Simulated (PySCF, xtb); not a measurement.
WO2Cl2, SMILES [Cl][W]([Cl])(=[O])=[O], multiplicity 1.

GFN2-xTB run with xtb at its own geometry gives an orbital gap of 3.43 eV and a dipole moment of 4.09 D.

Geometry: B3LYP-D3(BJ)/def2-SVP. The multiplicity is an assumed one; no other spin state was optimised. The isomer is the one that the SMILES or the coordinates give; other isomers of the formula were not compared. The def2 effective core potentials stand for the cores of W; spin–orbit coupling is left out.

Question: What does ωB97X/def2-TZVP in PySCF give? (An estimate is asked for; the answer gives what the named calculation found.)

Answer: gap 10.77 eV (levels -12.21 and -1.44 eV), dipole 1.84 D.
